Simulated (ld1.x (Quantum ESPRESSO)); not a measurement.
# Before and after: ultrasoft potential for germanium (Ge)

```json
{
  "Element": "Ge",
  "Generator": "ld1.x (Quantum ESPRESSO) 7.5",
  "Type": "ultrasoft",
  "Functional": "LDA (PZ)",
  "Relativity": "scalar-relativistic",
  "Frozen core": "[Ar]",
  "Valence charge": "14",
  "Reference configuration": "3d10 4s2 4p0 (charge +2)",
  "Partial waves": "4s (bound): rcut 1.55, rcutus 1.70 bohr; 4s channel at -0.05 Ry: rcut 1.55, rcutus 1.70 bohr; 4p (bound, empty): rcut 1.15, rcutus 1.50 bohr; 4p channel at -0.95 Ry: rcut 1.15, rcutus 1.50 bohr; 3d (bound): rcut 1.25, rcutus 1.45 bohr; 3d channel at -3.05 Ry: rcut 1.25, rcutus 1.45 bohr",
  "Local potential": "all-electron potential smoothed inside 1.65 bohr (lloc = -2)",
  "Core correction": "Bessel-smoothed model core inside 0.90 bohr",
  "Augmentation charge": "PSQ, inside the norm-conserving radii"
}
```

Change: waves 4p (bound): rcut 1.15, rcutus 1.82 bohr; 4p channel at -0.95 Ry: rcut 1.15, rcutus 1.82 bohr.

Cutoffs: the cutoffs (Ry, on a coarse ladder) from which the occupation-weighted sum of valence levels, in a spherical-Bessel basis at the reference potential, stays within 10 and 1 mRy of its value at 400 Ry; they do not see the model core or the augmentation charge, which bear on the density cutoff. Errors are all-electron minus pseudo energies relative to the spin-unpolarised reference configuration.

Q: Predict the effect on cutoff, ghosts and configuration errors.

A: The potential gets neither clearly harder nor softer (55 Ry and 90 Ry → 55 Ry and 90 Ry); the number of tests that count goes from 8 to 9; of the 8 tests that both files solve, the error grows in 0 and shrinks in 2 by more than 15 % and 0.3 meV (median size 2.7 → 2.9 meV); neither file shows a bound ghost at the reference potential, the only one tested.

| quantity | base | changed |
| --- | --- | --- |
| cutoff, loose | 55 Ry | 55 Ry |
| cutoff, tight | 90 Ry | 90 Ry |
| bound ghosts | none | none |
| tests counted (converged, no solver errors) | 8 of 9 | 9 of 9 |
| error for 3d10 4s2 4p2, meV [ΔE -23.35 eV] | +2.4 | +2.7 |
| error for 3d10 4s2 4p1, meV [ΔE -15.72 eV] | +1.7 | +1.9 |
| error for 3d10 4s1 4p0, meV [ΔE 35.22 eV] | -10 | -10 |
| error for 3d10 4s1 4p3, meV [ΔE -15.31 eV] | -6.6 | -4.7 |
| error for 3d10 4s0 4p4, meV [ΔE -6.99 eV] | -27 | -22 |
| error for 3d10 4s2 4p2.3, meV [ΔE -24.28 eV] | +2.5 | +2.8 |
| error for 3d10 4s2 4p2 (spin-polarised), meV [ΔE -23.92 eV] | +2.8 | +2.9 |
| error for 3d10 4s2 4p1 (spin-polarised), meV [ΔE -15.90 eV] | +1.9 | +2.0 |
| lowest overlap eigenvalue by channel | s 0.44, p 0.71, d 1.00 | s 0.44, p 0.64, d 1.00 |

Base: Tests not counted: 3d9 4s2 4p2 (solver errors, printed error -2349 eV).
